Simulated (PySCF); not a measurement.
CH4MgO (SMILES [CH3][Mg][OH]), singlet, geometry from GFN2-xTB (such geometries of metal compounds can be far from the true shape).

PySCF was given this input:
```python
from pyscf import gto, scf, dft, tdscf

mol = gto.M(
    atom='''
Mg    0.156852   -0.360890   -0.316322
C    -0.344298    1.580694   -0.822855
H    -1.111966    1.915787   -0.136531
H    -0.714353    1.621122   -1.839933
H     0.530780    2.211490   -0.724248
O     0.165517   -1.165567    1.175372
H     0.154972   -1.577352    2.030738
''',
    basis='6-31g',
    charge=0,
    spin=0,
    verbose=4,
)

mf = dft.RKS(mol)
mf.xc = 'camb3lyp'
mf.kernel()
td = mf.TDDFT()
td.nstates = 5
td.kernel()
td.analyze()
```

### Question
Predict the nuclear repulsion energy from CAMB3LYP/6-31G, TDDFT run with PySCF.

### Answer
83.9425 Eh

### Question
Give the number of basis functions at the level CAMB3LYP/6-31G, TDDFT.

### Answer
39

### Question
Predict the dipole moment from CAMB3LYP/6-31G, TDDFT.

### Answer
2.32 D

### Question
What is the computed HOMO-LUMO gap (CAMB3LYP/6-31G, TDDFT)?

### Answer
7.48 eV
